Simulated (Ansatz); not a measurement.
The same path of BF2H3OSi (8 atoms, charge 0, multiplicity 1) was run twice with different band settings. The coordinate that changes most is the dihedral F1–B2–O4–Si5.

All numbers below come from Ansatz 0.2.0, RKS B3LYP-D4/def2-SVP.

Relaxed end points:

```xyz
8
Properties=species:S:1:pos:R:3
F 1.663 -1.960 1.073
B 0.599 -1.276 0.687
F -0.598 -1.797 0.947
O 0.733 -0.100 0.056
Si -0.355 1.026 -0.570
H -1.217 1.549 0.525
H 0.460 2.119 -1.155
H -1.192 0.383 -1.619
```

```xyz
8
Properties=species:S:1:pos:R:3
F 0.333 -2.167 -0.165
B 0.535 -1.267 0.792
F 1.043 -1.696 1.936
O 0.244 0.030 0.623
Si -0.384 1.040 -0.566
H -1.622 1.659 -0.026
H 0.632 2.084 -0.854
H -0.688 0.258 -1.795
```

Common settings: spring 5.0 eV/Å²; optimiser quadratic models (default); start path through a guess of the saddle point; force threshold 0.05 eV/Å; end points relaxed.

| run | movable images | climbing image | iteration limit |
| --- | --- | --- | --- |
| 1 | 5 | yes | 34 |
| 2 | 6 | no | 45 |

Question: What does each run give, and how far can it be trusted?

Answer: Run 1: converged after 32 iterations, highest image 0.074 eV above the first end. Beside the main top the profile has a ripple of under 15 meV (maxima at images 1, 5), which may be a very shallow well or noise. The dihedral F1–B2–O4–Si5 jumps by 95° between images 4 and 5, so the path isn't resolved there. A vibrational analysis at the climbing image gives one clearly imaginary mode, 75i cm⁻¹: a first-order saddle point.
Run 2: converged after 38 iterations, highest image 0.057 eV above the first end. Beside the main top the profile has a ripple of under 15 meV (maxima at images 2, 6), which may be a very shallow well or noise. The dihedral F1–B2–O4–Si5 jumps by 104° between images 5 and 6, so the path isn't resolved there. No image climbed, so the highest image needn't sit at the top of the path.
